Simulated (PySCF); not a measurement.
# Electron correlation in Mo(37+) (molybdenum, charge +37)

Starting occupation: [He] 2s2 2p1, 2p3/2 with m_j = +3/2. Computed with PySCF 2.14 in an even-tempered Gaussian basis (17 s from 17 bohr⁻², ratio 2.4; 12 p from 21 bohr⁻², ratio 2.4; 5 d from 71 bohr⁻², ratio 2.6; 4 f from 110 bohr⁻², ratio 2.6), with X2C-1e with screened-nucleus spin-orbit coupling, Gaussian nucleus. Frozen: nothing; 5 electrons correlated; the 32 highest virtual spinors left out.

MP2 pair energies summed by pair of shells (mhartree):

```csv
pair,energy,share (%)
2s1/2-2s1/2,-142.52,56.2
1s1/2-1s1/2,-46.19,18.2
2p3/2-2s1/2,-39.13,15.4
1s1/2-2s1/2,-16.18,6.4
1s1/2-2p3/2,-9.68,3.8
```

Total MP2 correlation energy: -253.69 mhartree.

At this charge the one-electron X2C treatment keeps the bare 1/r₁₂, with no two-electron picture change or Breit term. That inflates the 1s pair energies well beyond their four-component values.
